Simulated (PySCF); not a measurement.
Compound: C5H11As.
Structure used (PBE0-D3(BJ)/def2-SVP), in Å, numbered top down from 1:
```xyz
17
C5H11As angstrom
C      2.157    0.113   -0.178
C      0.759   -0.101    0.376
C     -0.163   -0.879   -0.568
C     -1.618   -0.613   -0.204
C     -1.807    0.899   -0.151
As    -0.203    1.628    0.763
H      2.634   -0.850   -0.427
H      2.810    0.630    0.542
H      2.136    0.720   -1.098
H      0.823   -0.633    1.337
H      0.016   -0.539   -1.605
H      0.077   -1.956   -0.550
H     -1.836   -1.049    0.786
H     -2.309   -1.088   -0.921
H     -1.825    1.329   -1.165
H     -2.728    1.216    0.359
H     -0.665    1.210    2.159
```

Computed, not measured: TDDFT CAM-B3LYP/def2-SVPD, vertical, gas phase, core orbitals frozen in the response in PySCF. Relativistic effects, spin–orbit coupling among them, are left out although an element past zinc is present.

| state | E (eV) | λ (nm) | f | main configurations (H = HOMO, L = LUMO) |
| --- | --- | --- | --- | --- |
| S1 | 6.03 | 205.5 | 0.041 | H→L (77%), H→L+1 (9%) |
| S2 | 6.16 | 201.4 | 0.089 | H→L+1 (78%), H→L (9%) |
| S3 | 7.00 | 177.2 | 0.135 | H→L+4 (44%), H→L+2 (19%), H→L+5 (16%) |
| S4 | 7.29 | 170.0 | 0.0061 | H-1→L (76%) |
| S5 | 7.45 | 166.5 | 0.015 | H→L+2 (52%), H→L+4 (24%) |
| S6 | 7.57 | 163.8 | 0.035 | H→L+3 (36%), H-1→L+1 (34%), H→L+4 (10%) |
| S7 | 7.82 | 158.6 | 0.035 | H→L+5 (36%), H→L+3 (18%), H-2→L+1 (16%) |
| S8 | 7.88 | 157.3 | 0.100 | H-1→L+1 (44%), H→L+5 (16%), H→L+4 (15%) |
| S9 | 8.10 | 153.1 | 0.054 | H-2→L+1 (59%), H→L+5 (8%) |
| S10 | 8.23 | 150.7 | 0.070 | H-2→L (45%), H→L+6 (33%) |

Triplets (Tamm–Dancoff): T1 5.12 eV, H→L+1 (76%); T2 5.22 eV, H→L (63%), H→L+2 (17%); T3 6.50 eV, H→L+4 (33%), H-1→L+1 (15%), H→L+5 (11%); T4 6.80 eV, H-1→L+1 (57%), H→L+4 (8%).

The lowest singlet lies at 6.03 eV (205 nm, ultraviolet) and is of moderate strength; its leading configuration is HOMO→LUMO (77%). The most intense listed level is S3 at 7.00 eV (177 nm, f = 0.135), 0.96 eV above S1. Löwdin shares by element: HOMO arsenic 60%, carbon 20% or more, hydrogen 7% or more; LUMO arsenic 23%, carbon 15% or more, hydrogen 11% or more (atoms not listed hold the other 50%). Of the 10 states listed, 9 reach f = 0.01 and none stays under 0.0005. Orbital energies (eV): HOMO-3 -10.66, HOMO-2 -10.13, HOMO-1 -9.39, HOMO -8.01, LUMO 1.12, LUMO+1 1.31, LUMO+2 1.90. The oscillator strengths of these states sum to 0.580; summed over the whole spectrum of an exact calculation they would give the number of electrons, 74 (Thomas–Reiche–Kuhn). The vertical ionisation energy (ΔSCF) is 8.81 eV, 0.58 eV above S10. Only the lowest 10 singlets were computed, as vertical energies without vibronic structure.

Hardware: one thread, x86-64 server, shared host. Cost: 72 s.

One conformer stands for the species.
